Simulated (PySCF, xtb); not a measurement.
CCl, SMILES Cl[C] (connectivity only; charge and spin as stated), neutral, multiplicity 2. Atoms are numbered in the order given.

```xyz
2

C      0.0000     0.0000    -1.2148
Cl     0.0000     0.0000     0.4287
```
Charge 0, spin multiplicity 2.

The structure is a stationary point at PBE0-D3(BJ)/def2-TZVPD.

These are IEF-PCM-ωB97X/def2-TZVPD run with PySCF values and carry that method's errors.

The values are the electrostatic part of the solvation free energy, E(continuum) − E(gas) at the gas-phase geometry, in a cavity of scaled van der Waals radii (PySCF's table); cavitation and dispersion terms are not included. The dipole moment in vacuum is 1.49 D.

Task: Estimate the values in water (ε = 78.36), benzene (ε = 2.27), N,N-dimethylformamide (ε = 37.22). (The exact figures need the calculation; the answer reports its results.)

Result: 
```json
[
 {"solvent": "water", "ε": "78.36", "ΔG(elec) (kcal/mol)": "-1.6", "dipole (D)": "1.97"},
 {"solvent": "benzene", "ε": "2.27", "ΔG(elec) (kcal/mol)": "-0.7", "dipole (D)": "1.69"},
 {"solvent": "N,N-dimethylformamide", "ε": "37.22", "ΔG(elec) (kcal/mol)": "-1.5", "dipole (D)": "1.95"}
]
```

For comparison, GFN2-xTB/ALPB(water) (xtb, at the GFN2-xTB geometry, all terms of that model) gives -0.5 kcal/mol.
